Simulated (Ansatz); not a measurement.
## Abstraction of H: CH2F2 + C2H2FSi → CHF2 + C2H3FSi

Gas-phase species: CH2F2 (difluoromethane) `FCF`, singlet; C2H2FSi `C#C[SiH]F`, doublet; CHF2 (difluoromethyl radical) `F[CH]F`, doublet; C2H3FSi `C#C[SiH2]F`, singlet. A radical takes H: the energy is the difference in strength between the C–H bond broken and the Si–H bond made.

Shapes, held fixed at every level: PBE0-D4/def2-TZVP. Programs: Ansatz 0.2.0. The zero-point and thermal change to 298 K, harmonic and unscaled (PBE0-D4/def2-TZVP), is -10.4 kJ/mol.

(1) Estimate ΔH(298 K) of this reaction.

Results:

(1) The highest level, CCSD(T)/CBS estimate, gives ΔH(298 K) = +29.1 kJ/mol; the levels span +23.2 to +29.1. The column of differences is taken from that level and isn't an error. No measured value is set beside it here. Spin contamination: C2H2FSi (⟨S²⟩ up to 0.82). Open shells run unrestricted. The CBS estimate extrapolates MP2 from def2-TZVPP and def2-QZVPP and adds CCSD(T) − MP2 in the triple-zeta set, cores frozen.

```csv
level,kind,ΔH(298 K) (kJ/mol),less CCSD(T)/CBS estimate
B3LYP-D4/def2-TZVPP,global hybrid,+29.1,0.0
wB97X-V/def2-TZVPP,range-separated hybrid,+23.2,-5.9
B2PLYP/def2-TZVPP,double hybrid,+27.8,-1.3
CCSD(T)/def2-SVP,coupled cluster or CI,+24.8,-4.3
CCSD/def2-SVP,coupled cluster or CI,+24.3,-4.8
CCSD(T)/def2-TZVPP,coupled cluster or CI,+28.5,-0.6
CCSD(T)/CBS estimate,coupled cluster or CI,+29.1,0.0
```
